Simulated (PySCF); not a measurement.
# NMR data sheet: CH12OSi4

```yaml
Formula: CH12OSi4
SMILES: CO[Si]([SiH3])([SiH3])[SiH3]
Point_group_of_the_computed_structure: C1
Degrees_of_unsaturation: 0
Carbon_signals: 1
Proton_signals: 2
```

Atom-mapped SMILES (the numbers label the heavy atoms): `[CH3:1][O:2][Si:3]([SiH3:4])([SiH3:5])[SiH3:6]`. Each H is labelled by its parent atom.

- shieldings: GIAO PBE0/pcSseg-1
- coordinates at the GFN2-xTB level
- code: PySCF 2.14
- non-relativistic Hamiltonian, no solvent model, equivalent nuclei averaged, one conformer

δ = σ(ref) − σ, references computed at the same level: TMS for ¹H (31.72 ppm) and ¹³C (186.93 ppm) and ²⁹Si (349.16 ppm); H2O for ¹⁷O (336.08 ppm).

```tsv
carbon	δC, type	δH (multiplicity)	HMBC from (2–3 bonds)	span of the C tensor (ppm)
C1	55.9, CH3	3.48 (s)	–	80
```

Other nuclei:
```json
{"atoms": "H(Si4)/H(Si5)/H(Si6)", "nucleus": "¹H", "environment": "hydrogen on a silicon bonded to Si", "δ (ppm)": "3.62", "σ (ppm)": "28.10"}
{"atoms": "Si3", "nucleus": "²⁹Si", "environment": "silicon bonded to O, 3 Si", "δ (ppm)": "5.0", "σ (ppm)": "344.2"}
{"atoms": "Si4/Si5/Si6", "nucleus": "²⁹Si", "environment": "silicon bonded to Si, 3 H", "δ (ppm)": "-116.0", "σ (ppm)": "465.1"}
{"atoms": "O2", "nucleus": "¹⁷O", "environment": "oxygen bonded to C, Si", "δ (ppm)": "-18.5", "σ (ppm)": "354.6"}
```

1. δC 55.9: methyl carbon bonded to O; deshielded by the electronegative neighbour.
2. δH 3.62: hydrogen on a silicon bonded to Si.
3. δH 3.48: hydrogen on a methyl carbon bonded to O; its carbon carries O, hence the downfield position.

Shifts are as computed. Against solution values, carbons near 30 ppm lie about +3 ppm off and those near 130 ppm about +5 ppm. Of 1211 compounds with measured shifts, 218 miss one by over three times the rms of a fit or turn the order of signals round; such compounds aren't used in these exercises. Experimental scales use liquid or dissolved standards, which lie at an offset from isolated H2O (liquid H2O: subtract about 36 ppm). No couplings were computed; multiplicities are counted from neighbouring protons, with m where these are inequivalent, close in shift, in a saturated or five-membered ring or joined by F or P, and br s for small geminal =CH2 splittings.
